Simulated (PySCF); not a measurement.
Compound: H₁₁NSi₅.
Numbering: `[NH2:1][SiH:2]1[SiH2:3][SiH2:4][SiH2:5][SiH2:6]1` (hydrogens: H7, H8 on N1; H9 on Si2; H10, H11 on Si3; H12, H13 on Si4; H14, H15 on Si5; H16, H17 on Si6)

Structure optimised with GFN2-xTB, isolated species.

(1) What internal coordinates does the optimisation give?

Answers

(1) 
```tsv
bond	length (Å)
N1–Si2	1.734
Si2–Si3, Si2–Si6	2.334
Si3–Si4, Si5–Si6	2.334
Si4–Si5	2.337
N1–H7, N1–H8	1.008
Si2–H9	1.482
Si3–H10, Si6–H17	1.470
Si3–H11, Si6–H16	1.471
Si4–H12, Si5–H14	1.469
Si4–H13, Si5–H15	1.469
```

Bonds in one row agree within 0.01 Å and their mean is given. A selection of angles:
```tsv
angle	degrees
Si2–N1–H7	118.9
H7–N1–H8	108.9
N1–Si2–Si3	105.0
N1–Si2–H9	111.6
Si3–Si2–Si6	108.5
Si3–Si2–H9	113.1
Si2–Si3–Si4	107.1
Si2–Si3–H10	113.4
Si2–Si3–H11	110.7
Si4–Si3–H10	112.4
Si4–Si3–H11	110.5
H10–Si3–H11	102.7
Si3–Si4–Si5	108.2
Si3–Si4–H12	111.5
Si3–Si4–H13	111.7
Si5–Si4–H12	111.2
Si5–Si4–H13	111.3
H12–Si4–H13	102.9
Si5–Si6–H16	110.7
```

Torsions: N1–Si2–Si3–Si4 -101° (anticlinal); Si2–Si3–Si4–Si5 -6° (synperiplanar); Si3–Si4–Si5–Si6 0° (synperiplanar); Si4–Si5–Si6–Si2 6° (synperiplanar); N1–Si2–Si6–Si5 102° (anticlinal).

All 5 Si–Si bonds measure 2.334 to 2.337 Å. Si2 (SiH silicon) is distorted tetrahedral (angles from 104.7° to 113.3°). The 5-membered ring Si2–Si3–Si4–Si5–Si6 has internal angles of 107.1° to 108.5° (sum 539°, against 540° for a flat polygon); it is slightly puckered (a soft mode that the optimisation may not have finished), 0.07 Å rms from its mean plane, widest ring torsion 10°. N1 (silicon-bound nitrogen) is pyramidal (angles 118.9°, 118.9° and 108.9°, sum 346.7°, 0.25 Å off the plane of its three neighbours). Si4 (SiH2 silicon) is distorted tetrahedral (angles from 102.9° to 111.7°). Si3 (SiH2 silicon) is distorted tetrahedral (angles from 102.7° to 113.4°).

Point group: Cs (tolerance 0.08 Å). No GFN2-xTB frequencies stand behind this structure, so it isn't proved a minimum. One conformer, not necessarily the lowest (H–N1–Si2–Si3 -55° and 168°, N1–Si2–Si3–Si4 -101°, Si2–Si3–Si4–Si5 -6°, Si3–Si4–Si5–Si6 0°, Si4–Si5–Si6–Si2 6°).

All values are computed, not measured.
